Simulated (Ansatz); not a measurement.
Basis-set extrapolation for C₂H₁₀OSi₂, SMILES `CC[SiH2]O[SiH3]` (PBE0-D4/def2-TZVP geometry, frozen core, Ansatz 0.2.0). Multiplicity 1, RHF reference.

```tsv
	def2-TZVPP	def2-QZVPP
HF	-734.476026	-734.502776
MP2 correlation	-0.840409	-0.900494
CCSD(T) correlation	-0.935244	not run
```

Energies in hartree. Use E(X) = E(∞) + A·exp(−7.88·√X) for Hartree–Fock and E(X) = E(∞) + B·X^(−2.97) for correlation, with X = 3 and 4, and add CCSD(T) minus MP2 of the smaller set to the MP2 limit.

Question: What is the CCSD(T) energy at the basis-set limit?

Answer: HF limit: -734.502776 + (-0.026750) × 0.13774 = -734.50646. MP2 limit: -0.900494 + (-0.060085) × 0.74074 = -0.94500. Higher-order term: -0.935244 − (-0.840409) = -0.09484. Total: -735.54630 hartree, 354.5 kJ/mol below CCSD(T)/def2-TZVPP.
